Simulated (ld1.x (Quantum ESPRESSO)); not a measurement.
**What the settings do to the TM potential of silver (Ag)**

Base potential:

* Element: silver
* Generator: ld1.x (Quantum ESPRESSO) 7.5
* Type: norm-conserving Troullier–Martins (Kleinman–Bylander form)
* Functional: PBEsol
* Relativity: scalar-relativistic
* Frozen core: [Ar] 3d10
* Valence charge: 19
* Reference configuration: 4s2 4p6 4d10 5s0.5 5p0 (charge +0.5)
* Partial waves: 4p (bound): rc 1.40 bohr; 4d (bound): rc 1.45 bohr; 4s (bound): rc 1.20 bohr
* Local potential: the s channel
* Core correction: a·sin(br)/r model core inside 0.85 bohr

Occupied shells without a wave of their own: 5s. They enter only through the test configuration that unscreens the potential, and ld1.x also counts them in the model core charge.

All-electron outer shells of the reference configuration (PBEsol, scalar-relativistic, ld1.x):

```tsv
shell	level (eV)	outermost node (bohr)	outermost maximum (bohr)
3d	-362.36	–	0.27
4s	-98.90	0.44	0.82
4p	-62.46	0.44	0.87
4d	-11.38	0.43	1.04
5s	-7.71	1.11	2.43
5p	-3.25	1.25	3.28
```

Cutoffs, loose and tight: the cutoffs (Ry, on a coarse ladder) from which the occupation-weighted sum of valence levels, in a spherical-Bessel basis at the reference potential, stays within 10 and 1 mRy of its value at 400 Ry. They do not see the model core or the augmentation charge, which bear on the density cutoff. Test errors are all-electron minus pseudo excitation energies from the reference, over the configurations 4s2 4p6 4d10 5s1 5p0; 4s2 4p6 4d10 5s0 5p0; 4s2 4p6 4d9 5s0 5p0; 4s2 4p6 4d8 5s0 5p0; 4s2 4p6 4d9 5s1 5p1; 4s2 4p6 4d9 5s1 5p0; 4s1 4p6 4d10 5s1 5p0. A dash means not determined; rows that change the core or the reference have their own tests.

With those shells counted twice in exchange and correlation these files are broken, and their errors move erratically; no question is asked of them.

```tsv
change	outcome	cutoff, loose	cutoff, tight	bound ghosts	largest test error (meV)
base	generated, misses its reference levels by 0.39 eV	110 Ry	180 Ry	none	-594
wave 4p (bound): rc 1.40 bohr becomes 4p (bound): rc 0.88 bohr	generated, misses its reference levels by 0.39 eV	160 Ry	300 Ry	none	-595
wave 4p (bound): rc 1.40 bohr becomes 4p (bound): rc 1.04 bohr	generated, misses its reference levels by 0.39 eV	160 Ry	200 Ry	none	-595
wave 4p (bound): rc 1.40 bohr becomes 4p (bound): rc 1.16 bohr	generated, misses its reference levels by 0.39 eV	140 Ry	200 Ry	none	-595
wave 4p (bound): rc 1.40 bohr becomes 4p (bound): rc 1.30 bohr	generated, misses its reference levels by 0.39 eV	110 Ry	180 Ry	none	-594
wave 4p (bound): rc 1.40 bohr becomes 4p (bound): rc 1.42 bohr	generated, misses its reference levels by 0.39 eV	110 Ry	180 Ry	none	-593
wave 4p (bound): rc 1.40 bohr becomes 4p (bound): rc 1.60 bohr	generated, misses its reference levels by 0.39 eV	110 Ry	180 Ry	none	-592
wave 4p (bound): rc 1.40 bohr becomes 4p (bound): rc 1.70 bohr	generated, misses its reference levels by 0.39 eV	110 Ry	180 Ry	none	-591
wave 4p (bound): rc 1.40 bohr becomes 4p (bound): rc 1.84 bohr	generated, misses its reference levels by 0.39 eV	110 Ry	180 Ry	none	-591
wave 4p (bound): rc 1.40 bohr becomes 4p (bound): rc 1.96 bohr	generated, misses its reference levels by 0.39 eV	110 Ry	180 Ry	none	-592
wave 4p (bound): rc 1.40 bohr becomes 4p (bound): rc 2.14 bohr	generated, misses its reference levels by 0.39 eV	110 Ry	180 Ry	none	-594
```

Reading the sweep of the p radius (base included, trends over the rows without a ghost): The loose cutoff falls from 160 Ry at 0.88 to 110 Ry at 2.14 bohr. A larger radius leaves more room for a smooth pseudo-wave, so fewer plane waves are needed; a smaller one forces it to follow the all-electron wave where it bends sharply. The median size of the test errors (rows with all tests solved) stays near 272.2 meV.
